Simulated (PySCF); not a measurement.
Isomers of C5H11FSSi2.

All values: PBE0/pcSseg-1 (PySCF) at GFN2-xTB geometries, gas phase, one conformer each.

(1) Rank by the lowest IAO charge on any atom, highest value first.
A. `[CH3:1]/[CH:2]=[C:3]1\[SiH2:4][C@@H:5]([S:6][SiH3:7])[C@H:8]1[F:9]` with Si4–C5–S6–Si7 161°, C2–C3–Si4–C5 157°, C3–Si4–C5–S6 -103°, Si4–C5–C8–F9 -139°, C2–C3–C8–C5 -156°
B. `[CH3:1][C:2]#[C:3][Si@H:4]([CH2:5][S:6][CH3:7])[SiH2:8][F:9]` with C3–Si4–C5–S6 53°, Si4–C5–S6–C7 66°, C3–Si4–Si8–F9 -71°
C. `[CH3:1][SiH2:2][C@H:3]([F:4])[C:5]#[C:6][SiH2:7][S:8][CH3:9]` with C1–Si2–C3–F4 72°, C6–Si7–S8–C9 57°
D. `[F:1][Si@@H:2]1[CH2:3][C:4](=[S:5])[C@@H:6]([CH2:7][SiH3:8])[CH2:9]1` with C4–C6–C7–Si8 -58°, F1–Si2–C3–C4 -108°, Si2–C3–C4–S5 148°, C3–C4–C6–C7 -76°, C4–C6–C9–Si2 -35°
E. `[CH3:1][S:2][SiH2:3][C:4]1=[CH:5][CH2:6][SiH2:7][C@H:8]1[F:9]` with C1–S2–Si3–C4 179°, S2–Si3–C4–C5 9°
F. `[CH3:1][S:2][C@@H:3]1[SiH2:4][CH:5]=[CH:6][SiH2:7][C@H:8]1[F:9]` with C1–S2–C3–Si4 -153°, S2–C3–Si4–C5 -166°, C3–Si4–C5–C6 11°, C5–C6–Si7–C8 16°, C6–Si7–C8–F9 -169°

(2) Rank by HOMO energy, highest first.
A. `[CH3:1][S:2][SiH2:3][C:4]1=[CH:5][CH2:6][SiH2:7][C@H:8]1[F:9]` with C1–S2–Si3–C4 179°, S2–Si3–C4–C5 9°
B. `[CH3:1][SiH2:2][C:3]1=[CH:4][S:5][CH2:6][SiH2:7][C@@H:8]1[F:9]` with C1–Si2–C3–C4 -123°, C3–C4–S5–C6 6°, C4–S5–C6–Si7 25°, S5–C6–Si7–C8 -52°, C6–Si7–C8–F9 -177°
C. `[CH3:1][SiH2:2][C@H:3]([F:4])[C:5]#[C:6][SiH2:7][S:8][CH3:9]` with C1–Si2–C3–F4 72°, C6–Si7–S8–C9 57°
D. `[CH3:1][S:2][C@@H:3]1[SiH2:4][CH:5]=[CH:6][SiH2:7][C@H:8]1[F:9]` with C1–S2–C3–Si4 -153°, S2–C3–Si4–C5 -166°, C3–Si4–C5–C6 11°, C5–C6–Si7–C8 16°, C6–Si7–C8–F9 -169°

(3) Rank by the highest Hirshfeld charge on any atom, lowest value first.
A. `[F:1][Si@@H:2]1[CH2:3][C:4](=[S:5])[C@@H:6]([CH2:7][SiH3:8])[CH2:9]1` with C4–C6–C7–Si8 -58°, F1–Si2–C3–C4 -108°, Si2–C3–C4–S5 148°, C3–C4–C6–C7 -76°, C4–C6–C9–Si2 -35°
B. `[CH3:1][C:2]#[C:3][Si@H:4]([CH2:5][S:6][CH3:7])[SiH2:8][F:9]` with C3–Si4–C5–S6 53°, Si4–C5–S6–C7 66°, C3–Si4–Si8–F9 -71°
C. `[CH3:1][SiH2:2][C@H:3]([F:4])[C:5]#[C:6][SiH2:7][S:8][CH3:9]` with C1–Si2–C3–F4 72°, C6–Si7–S8–C9 57°
D. `[CH3:1][S:2][C@@H:3]1[SiH2:4][CH:5]=[CH:6][SiH2:7][C@H:8]1[F:9]` with C1–S2–C3–Si4 -153°, S2–C3–Si4–C5 -166°, C3–Si4–C5–C6 11°, C5–C6–Si7–C8 16°, C6–Si7–C8–F9 -169°

Answers

(1) A (-0.470 e), F (-0.502 e), E (-0.553 e), D (-0.591 e), B (-0.621 e), C (-0.715 e).

(2) B (-6.24 eV), D (-6.44 eV), A (-6.70 eV), C (-6.87 eV).

(3) D (+0.328 e), B (+0.340 e), C (+0.356 e), A (+0.456 e).

All values together:

| SMILES | μ (D) | HOMO (eV) | LUMO (eV) | lowest IAO charge (e) | highest IAO charge (e) | lowest Hirshfeld charge (e) | highest Hirshfeld charge (e) |
| --- | --- | --- | --- | --- | --- | --- | --- |
| F[Si@@H]1CC(=S)[C@@H](C[SiH3])C1 | 3.04 | -6.38 | -2.14 | -0.591 (C) | +1.206 (Si) | -0.206 (F) | +0.456 (Si) |
| C[SiH2]C1=CSC[SiH2][C@@H]1F | 1.76 | -6.24 | -0.23 | -0.719 (C) | +0.778 (Si) | -0.215 (C) | +0.340 (Si) |
| CS[SiH2]C1=CC[SiH2][C@H]1F | 1.25 | -6.70 | -0.49 | -0.553 (C) | +0.743 (Si) | -0.158 (C) | +0.352 (Si) |
| C/C=C1\[SiH2][C@@H](S[SiH3])[C@H]1F | 2.28 | -6.74 | -0.75 | -0.470 (C) | +0.722 (Si) | -0.128 (C) | +0.333 (Si) |
| C[SiH2][C@H](F)C#C[SiH2]SC | 0.93 | -6.87 | -0.71 | -0.715 (C) | +0.782 (Si) | -0.208 (C) | +0.356 (Si) |
| CS[C@@H]1[SiH2]C=C[SiH2][C@H]1F | 1.90 | -6.44 | -1.03 | -0.502 (C) | +0.749 (Si) | -0.130 (C) | +0.328 (Si) |
| CC#C[Si@H](CSC)[SiH2]F | 1.12 | -6.17 | -0.95 | -0.621 (C) | +0.812 (Si) | -0.215 (F) | +0.340 (Si) |

Conformers: `[F:1][Si@@H:2]1[CH2:3][C:4](=[S:5])[C@@H:6]([CH2:7][SiH3:8])[CH2:9]1` with C4–C6–C7–Si8 -58°, F1–Si2–C3–C4 -108°, Si2–C3–C4–S5 148°, C3–C4–C6–C7 -76°, C4–C6–C9–Si2 -35°; `[CH3:1][SiH2:2][C:3]1=[CH:4][S:5][CH2:6][SiH2:7][C@@H:8]1[F:9]` with C1–Si2–C3–C4 -123°, C3–C4–S5–C6 6°, C4–S5–C6–Si7 25°, S5–C6–Si7–C8 -52°, C6–Si7–C8–F9 -177°; `[CH3:1][S:2][SiH2:3][C:4]1=[CH:5][CH2:6][SiH2:7][C@H:8]1[F:9]` with C1–S2–Si3–C4 179°, S2–Si3–C4–C5 9°; `[CH3:1]/[CH:2]=[C:3]1\[SiH2:4][C@@H:5]([S:6][SiH3:7])[C@H:8]1[F:9]` with Si4–C5–S6–Si7 161°, C2–C3–Si4–C5 157°, C3–Si4–C5–S6 -103°, Si4–C5–C8–F9 -139°, C2–C3–C8–C5 -156°; `[CH3:1][SiH2:2][C@H:3]([F:4])[C:5]#[C:6][SiH2:7][S:8][CH3:9]` with C1–Si2–C3–F4 72°, C6–Si7–S8–C9 57°; `[CH3:1][S:2][C@@H:3]1[SiH2:4][CH:5]=[CH:6][SiH2:7][C@H:8]1[F:9]` with C1–S2–C3–Si4 -153°, S2–C3–Si4–C5 -166°, C3–Si4–C5–C6 11°, C5–C6–Si7–C8 16°, C6–Si7–C8–F9 -169°; `[CH3:1][C:2]#[C:3][Si@H:4]([CH2:5][S:6][CH3:7])[SiH2:8][F:9]` with C3–Si4–C5–S6 53°, Si4–C5–S6–C7 66°, C3–Si4–Si8–F9 -71°.
